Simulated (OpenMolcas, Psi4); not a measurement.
**C2H7BO (SMILES CBOC): the dipole moment, rung by rung**

The species is C2H7BO (11 atoms), meant as a singlet with charge 0. SMILES: `CBOC`. Geometry: relaxed at PBE0-D4/def2-TZVP. This is one conformer, not always the lowest.

```xyz
11

C    -1.3062    1.3417   -0.3647
B    -0.4347    0.2067    0.2571
O     0.6266   -0.2671   -0.4252
C     1.4544   -1.2897    0.0839
H    -0.9660    1.6570   -1.3526
H    -2.3514    1.0213   -0.4376
H    -1.3157    2.2146    0.2979
H    -0.6787   -0.2682    1.3408
H     1.4464   -2.1330   -0.6101
H     1.1138   -1.6261    1.0674
H     2.4768   -0.9142    0.1637
```

Quantity: the dipole moment, in D. The values are calculated.

| level | kind | program | value (D) | CPU time |
| --- | --- | --- | --- | --- |
| HF/cc-pVDZ | Hartree–Fock | OpenMolcas | 1.19 | 11 s |
| BLYP/cc-pVDZ | GGA | OpenMolcas | 1.04 | 85 s |
| PBE/cc-pVDZ | GGA | OpenMolcas | 1.02 | 73 s |
| M06-L/cc-pVDZ | meta-GGA | OpenMolcas | 0.99 | 2 min |
| r2SCAN/cc-pVDZ | meta-GGA | OpenMolcas | 1.04 | 1.9 min |
| BHLYP/cc-pVDZ | global hybrid | OpenMolcas | 1.11 | 88 s |
| PBE0/cc-pVDZ | global hybrid | OpenMolcas | 1.06 | 91 s |
| wB97X/cc-pVDZ | range-separated hybrid | Psi4 | 1.09 | 46 s |

The values span 0.99 to 1.19 D. Magnitudes only. Times are those of the runs behind each value, whatever else they computed, on shared processors of several kinds: orders of magnitude only.
